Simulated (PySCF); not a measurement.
Stretching SnO⁺

Set-up: basis Sn x2c-SVPall, O x2c-SVPall; spin-free X2C with a Gaussian nucleus; PySCF 2.14. Energies in eV from Sn⁺ + O in their ground configurations at the same level. State: ²Π (doublet), unpaired electrons π ↑.

All columns are PBE0. A positive dipole points towards O; it is taken about the centre of mass and depends on that origin.

```
R (Å)  E (eV)  μ (D)  Mulliken charge on Sn (basis-dependent)  HOMO (eV)  LUMO (eV)  Mayer bond order  ⟨S²⟩
1.726  -1.813  -1.53                                     1.23     -15.25     -12.61              1.17  0.75
1.806  -2.541  -1.87                                     1.24     -15.22     -12.10              1.18  0.75
1.887  -2.937  -2.20                                     1.25     -15.14     -11.64              1.18  0.76
1.947  -3.074  -2.43                                     1.25     -15.03     -11.33              1.18  0.76
2.007  -3.109  -2.65                                     1.26     -14.90     -11.06              1.18  0.76
2.067  -3.067  -2.86                                     1.26     -14.57     -10.82              1.18  0.76
2.147  -2.923  -3.12                                     1.26     -14.16     -10.58              1.18  0.77
2.248  -2.651  -3.41                                     1.26     -13.68     -10.36              1.18  0.78
2.368  -2.252  -3.67                                     1.24     -13.18     -10.22              1.18  0.81
2.529  -1.693  -3.79                                     1.21     -12.61     -10.14              1.18  0.90
```

A fit through these points gives, at Re = 2.002 Å, μ = -2.63 D and dμ/dR = -3.61 D/Å; the reduced mass is 14.11 u.

Question: How strong is the fundamental in the double-harmonic approximation, I = 42.26·(dμ/dR)²/μred km/mol?

Answer: I = 42.26·(-3.61)²/14.11 = 39.0 km/mol at PBE0.

⟨S²⟩ of the unrestricted solution departs from its pure value on part of the curve, where spin states mix. These are scalar-relativistic numbers at best; spin–orbit coupling would shift them, the dissociation energy most. For an ion De counts to the pair picked by the measured ionisation energies or electron affinities, which need not be the lowest pair at this level. The state is the lowest determinant that a PBE0 search found; another state may lie lower at other levels.
